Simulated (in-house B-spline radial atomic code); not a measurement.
How numerical settings move a run on Tm III (Tm2+), [Xe] 4f13. Computed with an all-electron radial atomic-structure program (B-spline basis): Dirac-Kohn-Sham BLYP, spherical fractional occupations, Fermi nucleus of rms radius 5.2256 fm.

Command:
```bash
python run_scf.py task.json out
```
Settings of the sound reference run:
```
Z                69
electrons        67
configuration    [Xe] 4f13
hamiltonian      dirac
method           b88,lyp
spin_polarised   False
nucleus          fermi
rms_radius       5.2256
mass_number      169
atomic_mass      168.9342
speed_of_light   137.036
knot_spacing     0.22
spline_order     8
gauss_points     12
box_radius       22.22
max_iterations   70
damping          0.5
damped_steps     3
diis_vectors     10
tolerance        1e-08
start            Thomas-Fermi
```

Cost of the run: 2.1 s on 1 thread of Arm Neoverse N1, on a shared host.

It converges in 10 iterations to -13580.886312 hartree, with 4f7/2 at -16.8959 eV. The other runs change the listed settings, some to values that make no sense; their results aren't properties of the atom or ion. Radii are in bohr (the nuclear one in fm), a minus after a letter asks for a j subshell, and «unchanged» means within 1e-8 hartree. The run stops when the residual is below 10 × tolerance × max(1, Z/10), or a noise floor if that is larger, and the energy moves by less than 1e-8 × √|E| hartree; so very loose and very tight tolerances often act alike.

| changed settings | outcome |
| --- | --- |
| gauss_points = 5 | converged in 10 iterations, energy -1.95e-07 hartree from the reference, 4f7/2 level +2.9e-06 eV |
| gauss_points = 6 | converged in 10 iterations, energy unchanged, 4f7/2 level -1.8e-06 eV |
| box_radius = 11.11 | converged in 10 iterations, energy +1.00e-08 hartree from the reference, 4f7/2 level +5.1e-06 eV |
| box_radius = 4.44 | converged in 10 iterations, energy +1.33e-02 hartree from the reference, 4f7/2 level +5.0e-01 eV (the program warns: 4f7/2 reaches the box edge; 5s1/2 reaches the box edge) |
| gauss_points = 3 | converged in 10 iterations, energy +1.71e-03 hartree from the reference, 4f7/2 level -4.9e-05 eV |
| tolerance = 1e-06 | converged in 10 iterations, energy unchanged |
| box_radius = 88.88 | converged in 10 iterations, energy unchanged, 4f7/2 level -5.0e-07 eV |
| max_iterations = 75, damping = 0, damped_steps = 1 | converged in 8 iterations, energy unchanged, 4f7/2 level +1.9e-05 eV |
| gauss_points = 16, max_iterations = 100, damping = 0.95, tolerance = 1e-10 | converged in 11 iterations, energy unchanged |
| box_radius = 0.89 | converged in 8 iterations, energy +3.30e+02 hartree from the reference, 4f7/2 level +4.5e+02 eV (the program warns: 4f7/2 has a positive eigenvalue: unbound, held by the box; 4p1/2 has a positive eigenvalue: unbound, held by the box) |
| knot_spacing = 0.75, gauss_points = 3, max_iterations = 75, diis_vectors = 4, start = bare nucleus | converged in 13 iterations, energy +5.72e+01 hartree from the reference, 4f7/2 level -4.4e+00 eV (the program warns: 3s1/2 reaches the box edge; 3p1/2 reaches the box edge) |
| electrons = 68, configuration = [Xe] 4f13 1f1, max_iterations = 75 | stopped with error: there is no 1f shell |
| gauss_points = 4 | converged in 10 iterations, energy +9.59e-06 hartree from the reference, 4f7/2 level -9.7e-07 eV |
| box_radius = 3.33 | converged in 9 iterations, energy +1.94e-01 hartree from the reference, 4f7/2 level +3.4e+00 eV (the program warns: 4f7/2 reaches the box edge; 5s1/2 reaches the box edge) |
| tolerance = 1e-13 | converged in 11 iterations, energy unchanged, 4f7/2 level -1.5e-06 eV |
| spline_order = 3, max_iterations = 100, damped_steps = 1, start = bare nucleus | converged in 12 iterations, energy +4.78e-01 hartree from the reference, 4f7/2 level -5.2e-02 eV |

Q: What happens with max_iterations = 50, damping = 0.95, damped_steps = 8, tolerance = 0.0001, start = bare nucleus?

A: Converged in 18 iterations, energy unchanged, 4f7/2 level +2.3e-06 eV.

Q: What happens with gauss_points = 8?

A: Converged in 10 iterations, energy unchanged, 4f7/2 level +1.5e-06 eV.

Q: What happens with method = hf, spin_polarised = True?

A: Stopped with error: spin polarisation is not served with the Dirac Hamiltonian.

Q: What happens with box_radius = 1.33?

A: Converged in 9 iterations, energy +5.61e+01 hartree from the reference, 4f7/2 level +1.4e+02 eV (the program warns: 4f7/2 has a positive eigenvalue: unbound, held by the box; 5s1/2 has a positive eigenvalue: unbound, held by the box).
